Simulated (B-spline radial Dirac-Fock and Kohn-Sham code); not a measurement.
A summary of the ionisation energies of praseodymium (Z = 59) against charge, from relaxed Dirac-Fock hole states (ΔSCF) with Breit and QED corrections and a finite nucleus and from the NIST table. The largest relative steps of the computed values, from charge +5 on, come at Pr¹³⁺ (46 electrons left, 215.0 to 350.8 eV); Pr³¹⁺ (28 electrons left, 1168.5 to 2028.1 eV); Pr⁴⁹⁺ (10 electrons left, 4130.2 to 9543.3 eV); Pr⁵⁷⁺ (2 electrons left, 11895.6 to 48568.7 eV). The median of |NIST − computed| / NIST over the 59 ions is 0.92 %.

| charge | computed (eV) | NIST (eV) |
| --- | --- | --- |
| 0 | 4.50 | 5.4702 |
| 4 | 56.31 | 57.53 |
| 8 | 129.1 | 131 |
| 12 | 215.0 | 217.02 |
| 16 | 447.7 | 445 |
| 20 | 586.5 | 590 |
| 24 | 850.0 | 840 |
| 28 | 1008.5 | 1028 |
| 32 | 2121.4 | 2108 |
| 36 | 2510.6 | 2501 |
| 40 | 2924.7 | 2941 |
| 44 | 3553.4 | 3512 |
| 48 | 4130.2 | 4130 |
| 52 | 10351.9 | 10175 |
| 56 | 11895.6 | 11895.89 |
